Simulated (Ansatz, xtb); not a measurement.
**BFH6NOSn+: where a starting geometry ends**

The starting geometry of this gas-phase singlet was built from a drawn formula by distance geometry and a force field; its bonds are those of `[NH3+]O[B](F)[SnH3]`.

```xyz
11

B     1.7060   -1.0304    0.8857
F     2.2191   -1.1114   -0.4635
N    -0.2831    0.0457    1.1286
O     1.0449    0.2002    1.3493
Sn    2.0111   -2.7868    2.2192
H    -0.6771   -0.7165    1.6580
H    -0.4704   -0.0037    0.1094
H    -0.7516    0.9268    1.4816
H     2.8773   -4.0649    1.3968
H     2.9282   -2.3030    3.6586
H     0.4022   -3.3313    2.7908
```

Question: Predict what becomes of its bonds when it is optimised with r2SCAN-D4/def2-SVP.

Answer: It keeps its bonds, and is `[NH3+]O[B](F)[SnH3]`.

The energy falls by 1.48 eV over 43 steps:

```json
{"step": "1", "E − E(last) (eV)": "1.484"}
{"step": "6", "E − E(last) (eV)": "0.594"}
{"step": "10", "E − E(last) (eV)": "0.095"}
{"step": "15", "E − E(last) (eV)": "0.007"}
{"step": "20", "E − E(last) (eV)": "0.003"}
{"step": "24", "E − E(last) (eV)": "0.002"}
{"step": "29", "E − E(last) (eV)": "0.001"}
{"step": "34", "E − E(last) (eV)": "0.000"}
{"step": "38", "E − E(last) (eV)": "0.000"}
{"step": "43", "E − E(last) (eV)": "0.000"}
```

Final geometry (Å):

```xyz
11

B     1.3890   -1.2794    1.2390
F     1.9301   -0.5868    0.2434
N    -0.4482    0.2224    0.8129
O     0.0907   -0.8679    1.5792
Sn    2.2986   -3.0061    2.4258
H    -1.3132   -0.1065    0.3565
H     0.2393    0.5398    0.1036
H    -0.6747    0.9887    1.4657
H     2.6744   -4.1997    1.2735
H     3.6895   -2.3631    3.1649
H     1.1310   -3.5166    3.5499
```

From the same start GFN2-xTB ends elsewhere, differing in B1–N3 (1.60 against 2.41 Å here), B1–Sn5 (3.23 against 2.28 Å here), N3–O4 (2.48 against 1.44 Å here), O4–Sn5 (2.12 against 3.19 Å here).

No frequencies were run, so the end isn't proven a minimum. Atoms past krypton carry core potentials, without spin–orbit terms. Run with Ansatz 0.2.0, 2.6 min on 2 threads of Arm Neoverse V1, on a shared host.
